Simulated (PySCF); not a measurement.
Excitations are Tamm–Dancoff values on a coarser integration grid. The basis has no diffuse functions, so Rydberg states are missing or too high.

HBBr2S, SMILES `SB(Br)Br` (H–S–B–Br torsion 0°) (charge 0, multiplicity 1)

Method: r2SCAN-D4/def2-TZVP run with PySCF 2.14.0.

| Quantity | Result |
|---|---|
| HOMO | -7.38 eV |
| dipole moment | 1.25 D |
| HOMO–LUMO gap | 5.14 eV |
| LUMO | -2.24 eV |
| S1 excitation (TDA) | 5.27 eV |
| S1 oscillator strength | 0.000 |
| brightest of the four lowest singlets (TDA) | 6.03 eV |
| T1 excitation (TDA) | 4.58 eV |
| S1–T1 gap (TDA) | 0.69 eV |
| total energy | -5572.0082 Ha |
| cost | roughly 7 core-minutes |

```xyz
5

S      1.3164    -0.5861    -0.0878
B     -0.4126    -0.1483    -0.0166
Br    -1.0269     1.6479     0.2266
Br    -1.6776    -1.5724    -0.1958
H      1.8008     0.6588     0.0736
```
Charge 0, spin multiplicity 1.
